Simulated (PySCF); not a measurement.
# How methods differ on the ionisation energy of Dy⁵⁰⁺

Dy⁵⁰⁺ [Ne] 3s2 3p4 (3P) → Dy⁵¹⁺ [Ne] 3s2 3p3 (4S), as a difference of total energies. Calculation: PySCF 2.14, in an uncontracted even-tempered set (16 s from 11 bohr⁻², ratio 2.5; 10 p from 14 bohr⁻², ratio 2.5; 4 d from 60 bohr⁻², ratio 2.7; 4 f from 90 bohr⁻², ratio 2.7); the non-relativistic Hamiltonian (point nucleus). Correlated levels: outer shells: 1s2 frozen; virtual orbitals above 40 to 60 times the deepest correlated orbital energy dropped. The calculations carry no spin-orbit coupling.

```csv
method,ionisation energy (eV)
UHF,4454.1
MP2 (outer shells),4455.1
SCS-MP2 (outer shells),4455.1
CCSD (outer shells),4455.1
CCSD(T) (outer shells),4455.1
```

Spin-orbit coupling is strong in these open shells (close to jj coupling). The scalar numbers leave it out and a first-order estimate fails, so it can dominate the gap to the real levels.

The ground level that NIST lists for one species does not belong to the high-spin term computed here, so part of any gap is the choice of state.

The gap to the reference is mostly relativistic.

For comparison: 4523 ± 4 eV (theoretical estimate listed by NIST; NIST Atomic Spectra Database, ionization energies).
